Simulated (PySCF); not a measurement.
Structure problem from calculated spectra and properties.

Formula: C2H7BS3Si.

| Property | Result |
| --- | --- |
| Triplet | lowest triplet excitation (Tamm–Dancoff): 4.15 eV [TDA PBE0/def2-SVPD] |
| UV, strongest line | among the 10 lowest singlet transitions: S2 at 5.27 eV (235 nm, f = 0.058) [TDDFT PBE0/def2-SVPD] |
| 1H NMR | chemical shifts (computed TMS as zero) by class: 6.46 (1 H), 4.54 (3 H), 4.42 (1 H), 2.98 (1 H), 2.97 (1 H) ppm [GIAO B3LYP/pcSseg-1] |
| Dipole | 0.95 D [PBE0/def2-SVPD] |
| UV, first state | lowest singlet excitation: 4.97 eV (250 nm, f = 0.044) [TDDFT PBE0/def2-SVPD] |
| Rotational structure | rotational constants A, B, C: 2.287, 0.790, 0.719 GHz [PBE0-D3(BJ)/def2-SVP] |
| Valence photoelectron | vertical ionisation energy: 8.84 eV [ΔSCF PBE0/def2-SVPD] |
| 13C NMR | chemical shifts (computed TMS as zero) by class: 62.7 (1 C), 48.5 (1 C) ppm [GIAO B3LYP/pcSseg-1] |
| Polarisability | 124.1 au [PBE0/def2-SVPD] |
| NMR, other nuclei | isotropic shieldings of nuclei other than C and H, by class: 34 (1 B), 401 (1 Si), 343 (1 S), 369 (1 S), 585 (1 S) ppm [GIAO B3LYP/pcSseg-1] |

Gas-phase values; electronic properties from PySCF, density fitting. Levels stand in brackets. Geometry: PBE0-D3(BJ)/def2-SVP, one conformer, isolated molecule. NMR values are class means; diastereotopic atoms form classes of their own.

Task: Give a SMILES that accounts for the data.

Result: Numbering: `[SiH3:1][S:2][C@H:3]1[CH2:4][S:5][BH:6][S:7]1`. 2 carbons fall into 2 classes; from least to most shielded: ring sp3 carbon bound to sulfur [C3] (62.7 ppm), ring sp3 carbon bound to sulfur [C4] (48.5 ppm). Hydrogen classes from least to most shielded: 1 H on a three-coordinate boron, B6 (6.46 ppm), 3 H on an SiH3 silicon, Si1 (4.54 ppm, a mean of values up to 0.6 ppm apart in this geometry), 1 H on an sp3 carbon bound to sulfur, C3 (4.42 ppm), 1 H on an sp3 carbon bound to sulfur, C4 (2.98 ppm), 1 H on an sp3 carbon bound to sulfur, C4 (2.97 ppm). The other shieldings belong to: 34 ppm, three-coordinate boron [B6]; 401 ppm, SiH3 silicon [Si1]; 343 ppm, sulfur bonded to B and C [S7]; 369 ppm, sulfur bonded to B and C [S5]; 585 ppm, sulfur bonded to C and Si [S2]. S1 is mainly HOMO→LUMO (weight 0.95); the largest Löwdin shares of the orbital it empties are 0.27 on a sulfur bonded to B and C, 0.26 on a sulfur bonded to B and C, 0.21 on the sulfur bonded to C and Si and 0.07 on the three-coordinate boron, of the orbital it fills 0.40 on the three-coordinate boron, 0.19 on each of 2 atoms of one kind (sulfur bonded to B and C) and 0.07 on the B–H hydrogen. The optimised geometry has point group C1 and is an asymmetric top. Structure: `[SiH3]S[C@@H]1SBSC1`. The assignments are read from this structure; whether some other isomer fits the data as well wasn't checked. The mirror image fits equally.

Shape of the structure used: `[SiH3:1][S:2][C@H:3]1[CH2:4][S:5][BH:6][S:7]1`: Si1–S2–C3–C4 -78°.
